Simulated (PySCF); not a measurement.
# Ir (iridium, neutral): BP86 calculation

Configuration: [Xe] 4f14 5d7 6s2, high-spin 4F determinant. Calculation: PySCF 2.14, in def2-TZVP with the def2 core potential (60 electrons) (6s4p3d1f, 40 functions); scalar relativity through the core potential.

* Total energy: -104.3634 hartree
* One-electron energy: -179.6336 hartree
* Hartree (Coulomb) energy: 85.8047 hartree
* Exchange-correlation energy: -10.5345 hartree
* ⟨S²⟩: 3.7553
* ⟨L²⟩: 12.008
* Sum of ⟨r⟩: 27.01 bohr
* Sum of ⟨r²⟩: 55.74 bohr²
* Time after the integrals: 0.56 s of wall time on 1 thread of Neoverse-V1 (shared host)

```json
{"shell": "5s α", "electrons": "1", "mean orbital energy (hartree)": "-3.65778", "spread (hartree)": "0", "rms radius, mean of both spins (bohr)": "1.05"}
{"shell": "5s β", "electrons": "1", "mean orbital energy (hartree)": "-3.59750", "spread (hartree)": "0", "rms radius, mean of both spins (bohr)": "1.05"}
{"shell": "5p α", "electrons": "3", "mean orbital energy (hartree)": "-2.03126", "spread (hartree)": "0", "rms radius, mean of both spins (bohr)": "1.22"}
{"shell": "5p β", "electrons": "3", "mean orbital energy (hartree)": "-1.95972", "spread (hartree)": "0", "rms radius, mean of both spins (bohr)": "1.22"}
{"shell": "5d α", "electrons": "5", "mean orbital energy (hartree)": "-0.29957", "spread (hartree)": "0.02904", "rms radius, mean of both spins (bohr)": "1.89"}
{"shell": "6s α", "electrons": "1", "mean orbital energy (hartree)": "-0.25060", "spread (hartree)": "0", "rms radius, mean of both spins (bohr)": "3.13"}
{"shell": "5d β", "electrons": "2", "mean orbital energy (hartree)": "-0.24434", "spread (hartree)": "0", "rms radius, mean of both spins (bohr)": "1.89"}
{"shell": "6s β", "electrons": "1", "mean orbital energy (hartree)": "-0.21596", "spread (hartree)": "0", "rms radius, mean of both spins (bohr)": "3.13"}
```

Energies and moments cover only the electrons outside the core potential. Spin-orbit coupling, absent here, splits the open shell strongly.
